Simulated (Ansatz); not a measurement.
## CH2NSn (SMILES N#[C][SnH2]): the energy to break a bond

CH2NSn has 5 atoms, charge 0, and is taken as a doublet. As SMILES, `N#[C][SnH2]`. The shape was relaxed beforehand at r2SCAN/def2-SVP.

```
atom    x (Å)    y (Å)    z (Å)
   N   0.8370  -1.5450   1.6794
   C   0.5081  -0.8540   0.7975
  Sn   0.0135   0.3337  -0.9028
   H  -1.6563   0.0395  -1.1845
   H   0.3476   1.9522  -0.4310
```

Wanted: the dissociation energy of the H4–Sn3 bond into doublet H and singlet CHNSn (shapes relaxed at r2SCAN/def2-SVP, no zero-point term). 1 Eh = 2625.50 kJ/mol = 27.2114 eV. Totals in Eh; open shells run unrestricted unless said.

```
                                                      level  program       CH2NSn  doublet H  singlet CHNSn
                          UBLYP/def2-TZVPP (core potential)   Ansatz  -308.257255  -0.497552    -307.694693
                         UB3LYP/def2-TZVPP (core potential)   Ansatz  -308.406568  -0.502154    -307.834862
RPA@PBE/def2-TZVPP (core potential), 6 core orbitals frozen   Ansatz  -307.759100  -0.517613    -307.170066
```

Problem. Work out the dissociation energy at each level.

Solution. 
1. UBLYP/def2-TZVPP (core potential): (-0.497552) + (-307.694693) − (-308.257255) = 0.065010 Eh = 170.7 kJ/mol = 1.77 eV.
2. UB3LYP/def2-TZVPP (core potential): (-0.502154) + (-307.834862) − (-308.406568) = 0.069552 Eh = 182.6 kJ/mol = 1.89 eV.
3. RPA@PBE/def2-TZVPP (core potential): (-0.517613) + (-307.170066) − (-307.759100) = 0.071421 Eh = 187.5 kJ/mol = 1.94 eV.

The levels span 171 to 188 kJ/mol; no measured value is set beside them. A fragment with an even electron count was run as a singlet and may have a lower triplet. A bond enthalpy at 298 K also holds the loss of zero-point energy and thermal terms.
